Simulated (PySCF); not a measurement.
## Gas-phase XPS of `N#Cc1cnnnc1`, computed

Compound: C4H2N4.
Geometry (GFN2-xTB, Å), atoms numbered from 1 in this order:
```
atom  x, y, z in Å
N1     3.058    0.111    0.036
C2     1.913    0.071    0.021
C3     0.503    0.019    0.004
C4    -0.212   -1.185   -0.016
N5    -1.533   -1.187   -0.032
N6    -2.196   -0.081   -0.033
N7    -1.617    1.071   -0.015
C8    -0.300    1.168    0.006
H9     0.277   -2.149   -0.018
H10    0.116    2.166    0.023
```

Theory: PySCF, delta-SCF UKS SCAN, pcX-2 on the ionised atom, pcseg-1 elsewhere, spin-free X2C. These are vertical core ionisation energies against the vacuum level, from separate self-consistent calculations with and without the core hole.

Task: Give the core binding energies atom by atom.

Result: 
| atom(s) | environment | level | binding energy (eV) | above the level's lowest (eV) | count |
| --- | --- | --- | --- | --- | --- |
| N6 | pyridine-type nitrogen | N 1s | 407.45 | +1.57 | 1 |
| N5/N7 | pyridine-type nitrogen | N 1s | 406.82 | +0.94 | 2 |
| N1 | nitrile nitrogen | N 1s | 405.88 | 0.00 | 1 |
| C3 | substituted aromatic carbon | C 1s | 293.44 | +0.28 | 1 |
| C4/C8 | aromatic CH next to a ring nitrogen | C 1s | 293.22 | +0.06 | 2 |
| C2 | nitrile carbon | C 1s | 293.16 | 0.00 | 1 |

The listed C 1s values span 0.28 eV, from C2 (bonded to N (triple bond) and C) to C3 (bonded to 2 C (aromatic in the SMILES) and C). The widest gap between neighbouring values is 0.22 eV, between 293.22 and 293.44 eV.

Lowest listed N 1s: N1, bonded to C (triple bond). Highest, 1.57 eV above it: N6, bonded to 2 N (aromatic in the SMILES). The widest gap between neighbouring values is 0.94 eV, between 405.88 and 406.82 eV. Summing the Pauling electronegativity differences to the bonded atoms, each weighted by its formal bond order, gives -1.47 for the lowest site and 0.00 for the highest; no listed site has a larger sum than the highest.

Task: Which effective nuclear charge Zeff reproduces each element's mean 1s value in the hydrogen-like formula E = 13.606 eV × Zeff²?

Result: C (Z = 6): mean 293.3 eV, Zeff = 4.64, Z − Zeff = 1.36; N (Z = 7): mean 406.7 eV, Zeff = 5.47, Z − Zeff = 1.53. Means run over the listed sites, weighted by atom count.

Task: Express the binding energy of C 1s of C2 in atomic units and per mole.

Result: 293.16 eV = 10.7734 Eh = 28286 kJ/mol.

Atoms equivalent by their bonding share one computed value, that of the first of them. Geometry: GFN2-xTB; no solvent, vibrations or thermal averaging.
